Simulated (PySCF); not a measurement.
C7H9N.
Numbering: `[H]/[N:8]=[C:6](/[C@@H:3]([C:2]#[CH:1])[CH:4]=[CH2:5])[CH3:7]` (hydrogens: H9 on C1; H10 on C3; H11 on C4; H12, H13 on C5; H14, H15, H16 on C7; H17 on N8)

Cartesian coordinates in Å at the PBE0-D3(BJ)/def2-SVP level; atoms count from 1:
```
atom  x, y, z in Å
C1     1.7869    1.3637   -0.0579
C2     0.8913    0.6817   -0.5045
C3    -0.1921   -0.1329   -1.0441
C4    -0.0640   -1.6085   -0.7350
C5     0.8681   -2.1725    0.0304
C6    -1.5745    0.3406   -0.5817
C7    -1.7355    0.6045    0.8854
N8    -2.4773    0.4140   -1.4700
H9     2.5824    1.9729    0.3295
H10   -0.2115   -0.0180   -2.1417
H11   -0.8450   -2.2184   -1.2026
H12    0.8767   -3.2520    0.1996
H13    1.6547   -1.5751    0.5007
H14   -1.4236   -0.2790    1.4648
H15   -1.0823    1.4336    1.1981
H16   -2.7771    0.8507    1.1339
H17   -3.3694    0.6892   -1.0463
```

Computed with TDDFT PBE0/def2-SVPD, vertical, gas phase, core orbitals frozen in the response (PySCF 2.14.0, density-fitted response routines).

Transition dipole moments from the ground state, in atomic units and in the frame of the coordinates above (overall signs are arbitrary), for the states with f of 0.002 or more among the lowest 6:

| state | E (eV) | μx | μy | μz |
| --- | --- | --- | --- | --- |
| S1 | 5.297 | -0.052 | 0.322 | -0.078 |
| S2 | 6.106 | 0.077 | -0.196 | 0.067 |
| S3 | 6.363 | -0.165 | 0.306 | -0.113 |
| S4 | 6.467 | -0.280 | 0.130 | -0.142 |
| S5 | 6.604 | 0.212 | -0.149 | 0.025 |
| S6 | 6.793 | -0.430 | 0.247 | -0.173 |

(1) Work out the oscillator strengths.

(2) Which bond between heavy atoms lies closest to the direction of the S6 transition dipole?

(3) What angle do the transition dipoles of S3 and S6 make?

(4) How is the summed strength of these states shared among x, y and z?

(5) What peak molar absorption coefficient would the strongest computed level give as a lone Gaussian band 0.3 eV wide at half height?

## Answers

(1) f = (2/3) ΔE |μ|² with ΔE in hartree (27.2114 eV).

```csv
state,|μ|² (au),|μ| (D),f
S1,0.112,0.85,0.015
S2,0.049,0.56,0.007
S3,0.134,0.93,0.021
S4,0.116,0.86,0.018
S5,0.068,0.66,0.011
S6,0.275,1.33,0.046
```

(2) C4–C5, at 16° from it; next C6–N8 at 33°.

(3) |cos θ| = |μa·μb| / (|μa| |μb|) = 0.87, so θ ≈ 30° (taken between 0 and 90°, since the signs are arbitrary).

(4) (2/3) Σ ΔE μα² gives 0.056 for x, 0.050 for y and 0.012 for z, 0.118 in all.

(5) ε(max) = 2.175×10⁸ f / FWHM, with the width in cm⁻¹. S6: 2.175×10⁸ × 0.0458 / 2420 ≈ 4100 L mol⁻¹ cm⁻¹.

Cost: about 1.8 min of CPU time on one thread; the machine was shared, so the figure is rough.

One conformer stands for the species.
